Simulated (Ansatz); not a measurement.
`F[CH2][GeH]1[CH2][O]1` + H₂O → `[OH][GeH]1[CH2][O]1` + `CF`  (formal hydrolysis of a Ge–C bond)

Calculated with Ansatz (gas phase, PBE0-D4/def2-TZVP geometries, no zero-point term in ΔE). CCSD(T)/CBS is the MP2 limit (def2-TZVPP, def2-QZVPP) plus CCSD(T) − MP2 in def2-TZVPP, frozen cores. This one scheme is used for every species. DFT in def2-TZVPP. For Ge outer-core shells are correlated without core-valence functions, which leaves a few kJ/mol of doubt a bond. Scalar relativity is left out up to krypton. One conformer a species, not always the lowest.

`F[CH2][GeH]1[CH2][O]1`:

```xyz
10

F     0.363   -2.148   -1.460
C    -0.186   -0.883   -1.356
Ge    0.686    0.136    0.081
C    -0.320    0.749    1.571
O    -0.315    1.628    0.448
H    -1.252   -0.971   -1.132
H    -0.065   -0.371   -2.314
H     2.173    0.449   -0.084
H     0.200    1.124    2.453
H    -1.283    0.288    1.793
```

H₂O:

```xyz
3

O     0.345    0.060    0.171
H    -0.046    0.562   -0.548
H    -0.299   -0.622    0.377
```

`[OH][GeH]1[CH2][O]1`:

```xyz
8

O    -1.320    1.412   -0.085
Ge   -0.147    0.192   -0.584
C     0.415   -1.071    0.693
O     1.297    0.056    0.514
H    -1.193    2.257   -0.524
H     0.220    0.286   -2.061
H     0.829   -2.033    0.393
H    -0.101   -1.098    1.653
```

`CF`:

```xyz
5

C    -0.034   -0.045   -0.023
F     0.733    0.976    0.490
H     0.615   -0.887   -0.274
H    -0.547    0.309   -0.920
H    -0.767   -0.352    0.727
```

Task: Is it downhill or uphill in electronic energy at CCSD(T)/CBS, and by how much? (Best estimate.)

Result: Ansatz gave: Downhill: ΔE = -47.7 kJ/mol.

Task: What do these levels give: CAM-B3LYP-D4, PBE, r2SCANh, CCSD/def2-TZVPP, HF/def2-QZVPP, HF/CBS(def2)? (An estimate is asked.)

Result: Computed: CAM-B3LYP-D4 -55.2, PBE -45.6, r2SCANh -52.5, CCSD/def2-TZVPP -53.6, HF/def2-QZVPP -72.2, HF/CBS(def2) -72.4 kJ/mol.

Largest T1 diagnostic among the species: 0.014.

At CCSD(T), def2-SVP lies −13.4 kJ/mol from the extrapolated value and def2-TZVPP −4.1 kJ/mol. From BLYP to BHLYP (50 % exact exchange), in def2-TZVPP and without D4, ΔE moves by −6.6 kJ/mol.
